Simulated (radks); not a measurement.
Values are calculated unless marked as measured or tabulated.
Species: the terbium ion Tb4+. Configuration: [Xe] 4f6.75 6s0.25 (fractional occupations, a model configuration). Level of theory: scalar-relativistic Kohn-Sham, r2SCAN, spin-polarised, spherical densities, finite nucleus; open shells are filled with parallel spins first (spin-orbit coupling, left out, can overturn this in heavy ions); meta-GGA in the generalised Kohn-Sham scheme; Fermi nuclear charge, rms radius 5.06 fm (a radial shooting solver on a logarithmic mesh with Libxc functionals).

Normalised radial functions P(r) = r R(r), r in bohr:

r,6s up
0.001398,0.0278
0.001895,0.0350
0.002548,0.0433
0.003425,0.0525
0.004605,0.0621
0.006191,0.0709
0.008324,0.0765
0.01128,0.0756
0.01517,0.0635
0.02039,0.0360
0.02742,-0.0086
0.03686,-0.0641
0.04956,-0.1113
0.06716,-0.1173
0.0903,-0.0520
0.1214,0.0719
0.1632,0.1709
0.2195,0.1271
0.295,-0.0756
0.3999,-0.2515
0.5376,-0.1453
0.7228,0.1928
0.9718,0.4005
1.307,0.1876
1.771,-0.3306
2.381,-0.6892
3.201,-0.6379
4.303,-0.3181
5.786,-0.0790
7.779,-0.0084

6s up: eigenvalue -32.668 eV, 5 radial nodes at r = 0.0261, 0.103, 0.268, 0.616, 1.47 bohr, <r> = 2.82 bohr, 90 % of the charge inside 3.97 bohr.
